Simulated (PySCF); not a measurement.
# C₆ coefficients of unlike pairs at PBE

Calculated with PySCF 2.14 from the dipole response of each species, C₆(A,B) = (3/π) ∫ α_A(iu) α_B(iu) du, in atomic units, from isotropic polarisabilities. For ions this is the dispersion term alone; charge-induced terms of lower order in 1/R come first.

```csv
species,configuration,basis,relativity,α (bohr³),C₆ (like pair)
Si³⁺,[Ne] 3s1 (2S),aug-cc-pV(T+d)Z (6s5p4d2f),none,7.044,13.19
Os³⁺,[Xe] 4f14 5d5 (6S),def2-TZVPPD with the def2 core potential (60 electrons) (6s5p3d2f1g),core potential,6.707,37.14
Co³⁺,[Ar] 3d6 (5D),aug-cc-pwCVTZ-DK (10s9p7d4f3g),spin-free X2C,1.890,4.579
```

**Question.** Estimate C₆ for Co³⁺ with Si³⁺.

**Answer.** The integral gives 6.062. The combination rule 2 C_A C_B / (C_A α_B/α_A + C_B α_A/α_B) gives 5.861 and the geometric mean 7.770.

No spin-orbit coupling is included.

The other pairs:

```json
{"pair": "Os³⁺, Si³⁺", "C₆": "19.27"}
{"pair": "Co³⁺, Os³⁺", "C₆": "12.71"}
```
